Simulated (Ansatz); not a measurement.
Species: C₂H₈O₃Sn, SMILES `C[CH2][Sn]([OH])([OH])[OH]` (charge 0, multiplicity 1).

Q: Give a relaxed geometry from B3LYP-D3(BJ)/def2-SVP in Ansatz (a first-principles code).

A: One answer among several that fit: the end point of this relaxation, one of several conformers (outside a Z-matrix the atoms follow the SMILES, hydrogens last).
Z-matrix (Å, degrees):
```
Sn
O 1 1.9947
H 2 0.9686 1 110.08
O 1 1.9957 2 106.31 3 -2.74
H 4 0.9686 1 109.89 2 106.35
O 1 1.9963 2 106.06 3 109.47
H 6 0.9683 1 110.19 2 -3.64
C 1 2.1518 2 114.17 3 -127.90
H 8 1.1007 1 106.28 2 78.64
H 8 1.1008 9 107.67 1 112.98
C 8 1.5288 9 112.37 10 124.26
H 11 1.1009 8 111.58 9 177.31
H 11 1.1015 12 107.50 8 122.65
H 11 1.1028 12 107.83 13 115.50
```
